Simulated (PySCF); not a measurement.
Compound: 6-methylpyridine-2-carbonitrile, C7H6N2.
SMILES: `Cc1cccc(C#N)n1`

The closed-shell ground state was solved at several levels (PySCF, density fitting, gas phase, non-relativistic). Geometry: GFN2-xTB; no solvent, vibrations or thermal averaging.

```csv
level,basis functions,HOMO (eV),LUMO (eV),gap (eV),dipole (D)
PBE0/def2-SVPD,228,-7.91,-1.94,5.97,5.88
B3LYP/pcJ-1,303,-7.69,-2.06,5.63,5.84
PBE0/pcSseg-1,183,-7.93,-1.90,6.03,5.86
```

Problem. What might CAM-B3LYP/def2-SVPD (228 basis functions) give for the same quantities?

Solution. HOMO -9.10 eV, LUMO -0.87 eV, gap 8.23 eV, dipole 5.95 D.

Problem. Over all these levels, which gives the widest orbital gap and which the narrowest?

Solution. CAM-B3LYP/def2-SVPD (range-separated hybrid) has the widest, 8.23 eV, and B3LYP/pcJ-1 (global hybrid, 20 % exact exchange) the narrowest, 5.63 eV. Functional and basis both differ between the two, so the spread mixes both effects.

Problem. How far do the dipole and the HOMO energy spread over the levels?

Solution. The dipole runs from 5.84 to 5.95 D (mean 5.88 D) and the HOMO from -9.10 to -7.69 eV.
